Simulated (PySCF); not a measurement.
Computed shifts of a molecule C2H4BF3, PBE/pcSseg-1 (PySCF), GIAO, gas phase, equivalent atoms averaged, in ppm (number of nuclei): ¹⁹F: -45.4 (1), -331.2 (1), -333.4 (1). ¹³C: 85.8 (1), 84.2 (1). ¹H: 5.43 (2), 4.97 (2). References: ¹⁹F against CFCl3 (σ = 133.6 ppm); ¹³C against TMS (σ = 182.0 ppm); ¹¹B against BF3 (σ = 83.9 ppm); ¹H against TMS (σ = 31.49 ppm), references at their B3LYP-D3(BJ)/def2-TZVP geometries, non-relativistic. The structure is a stationary point at B3LYP-D3(BJ)/def2-SVP. The values are those of a single conformer.

Pick the molecule that these values belong to.
(A) FCB(F)CF
(B) C[C@H](F)B(F)F
(C) CB(F)C(F)F

A, FCB(F)CF
